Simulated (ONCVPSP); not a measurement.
# Transferability test, ONCV potential for Mg (Z = 12)

ONCVPSP 4.0.1 input, shortened (lines: element, Z, core and valence counts, functional; n l f; lmax; l rc ep ncon nbas qcut; lloc lpopt rc5 dvloc0; l nproj debl; icmod fcfact rcfact), PBE, scalar-relativistic:

```
  Mg 12.00    1    3        4      upf
    1    0    2.00
    2    0    2.00
    2    1    6.00
    3    0    2.00
    1
    0    1.10    0.00    4    7   11.30
    1    1.05    0.00    4    6   15.30
    4    5    0.85    0.00
    0    2    3.50
    1    3    1.20
    3    4.25    1.30
```

In the p channel the program set the typed energies aside and used -1.713, 0.250, 1.450 Ha.

Energies are relative to the spin-unpolarised reference configuration 2s2 2p6 3s2; without spin polarisation the order of configurations can differ from experiment.

```csv
valence configuration,charge,ΔE all-electron (eV),error AE − PS (meV)
2s2 2p6 3s1,+1,7.960,-0.2
2s2 2p6 3s1.5,+0.5,3.144,0.0
2s1 2p6 3s2,+1,91.470,-214
```

Q: What are ΔE and the potential's error for 2s2 2p6 3s0?

A: ΔE = 22.985 eV all-electron; the error (AE − PS) is -1.3 meV.

Levels in the configuration 2s2 2p6 3s1.5:

```csv
level,all-electron (eV),pseudo (eV)
2s,-84.107,-84.111
2p,-50.873,-50.874
3s,-7.920,-7.920
```
